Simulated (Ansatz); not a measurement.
`C[CH2][Ga][OH]`, charge 0, multiplicity 2.

**Question.** Give a relaxed structure at PBE0-D4/def2-TZVP (Ansatz). (An estimate is asked.)

**Answer.** The calculation gave: 
```xyz
10

C     0.145   -0.342   -1.132
C     0.214   -0.973    0.249
Ga    0.025    0.403    1.715
O    -0.599    1.979    1.084
H     0.968    0.356   -1.302
H     0.198   -1.107   -1.915
H    -0.781    0.218   -1.276
H     1.150   -1.511    0.418
H    -0.597   -1.689    0.416
H    -0.723    2.665    1.743
```
This is one stationary point; other conformers may exist.
